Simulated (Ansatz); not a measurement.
## A barrier at the coupled-cluster level

Start structure (Si$_{2}$H$_{4}$Cl$_{2}$, singlet), relaxed at PBE0-D4/def2-TZVP:

```xyz
8
angstrom
Si 0.6597 -1.4869 -1.0874
Cl -0.0080 -3.1134 0.0305
Cl -0.8212 -1.3580 -2.5479
H -0.6936 -0.0445 0.3670
Si 0.0459 1.2080 0.7249
H 1.2380 0.8360 1.5227
H -0.8675 2.0689 1.5187
H 0.4467 1.8899 -0.5285
```

The step: SiCl₂ + SiH₄ → Si₂H₄Cl₂ ([SiH3][SiH]([Cl])[Cl]); bonds formed: Si1–H4, Si1–Si5; bonds broken: H4–Si5. Ansatz 0.2.0; basis: def2-TZVPP and def2-QZVPP; cores frozen in the correlated methods. Extrapolation: Hartree–Fock as exp(−7.88 √X), correlation as X^−2.97. Energies below are by CCSD(T) at an estimated basis limit (MP2 extrapolated from triple and quadruple zeta, plus CCSD(T) − MP2 in triple zeta).

(1) What are the electronic barrier and the energy of the step, from the start structure to the end structure? (Judge from chemistry; the value comes from the calculation.)

No T1 diagnostic of these runs exceeds 0.013.

Results:

(1) The calculation gives: Barrier 0.799 eV; step energy -1.467 eV (downhill); reverse barrier, their difference, 2.266 eV. Barrier and step energy count from the start structure, the reverse barrier from the end structure.

The saddle point: One imaginary mode of 432i cm⁻¹.
```
   pair  start (Å)  saddle (Å)  end (Å)
 Si1–H4       2.46        1.70     1.48
Si1–Si5       3.31        2.36     2.34
 H4–Si5       1.50        1.74     3.25
```

Zero-point energy (harmonic, PBE0-D4): ZPE is 0.951 eV at the start and 0.967 eV at the saddle, so the barrier goes from 0.799 to 0.815 eV.

Losses and insertions of silylenes and their heavier kin drive the gas-phase chemistry of silicon and germanium vapour deposition.

Labels in which every atom is bracketed show which atoms are joined, not bond orders.

For scale, one of the runs: CCSD(T)/def2-TZVPP, 224 basis functions (an equivalent command: `ansatz run in.yaml --threads 4`). The run took 41 s on 4 CPU threads (shared host), with 3.1 GiB of host memory at its peak.
